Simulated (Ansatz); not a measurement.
Na₂Te⁺. Total charge 1; doublet. Geometry r2SCAN-D4/def2-TZVP, that of the neutral singlet.

```xyz
3

Na   -1.7485    0.3711   -1.3489
Na    0.8801   -0.2153    2.0478
Te    0.8684   -0.1558   -0.6988
```

In the def2 sets Te takes a core potential; there is no spin–orbit coupling. The structure comes from a short search, and lower isomers may exist.

Problem. Estimate the α-spin orbital energies around the gap (eV) in Ansatz with PBE-D4/def2-TZVP, r2SCAN-D4/def2-TZVP, PBE0-D4/def2-TZVP.

Solution. 
```
orbital  PBE-D4/def2-TZVP  r2SCAN-D4/def2-TZVP  PBE0-D4/def2-TZVP
 HOMO−5            -33.34               -34.37             -36.76
 HOMO−4            -33.33               -34.36             -36.76
 HOMO−3            -18.33               -18.78             -20.07
 HOMO−2             -9.73               -10.03             -10.76
 HOMO−1             -9.57                -9.63             -10.51
   HOMO             -9.28                -9.35             -10.20
   LUMO             -5.65                -4.89              -5.02
 LUMO+1             -5.13                -4.24              -4.49
 LUMO+2             -3.94                -3.35              -3.40
 LUMO+3             -3.62                -3.00              -3.13
 LUMO+4             -3.45                -2.82              -2.91
 LUMO+5             -3.00                -2.32              -2.48
 β HOMO             -9.02                -9.07              -9.89
 β LUMO             -8.40                -7.97              -7.35
```
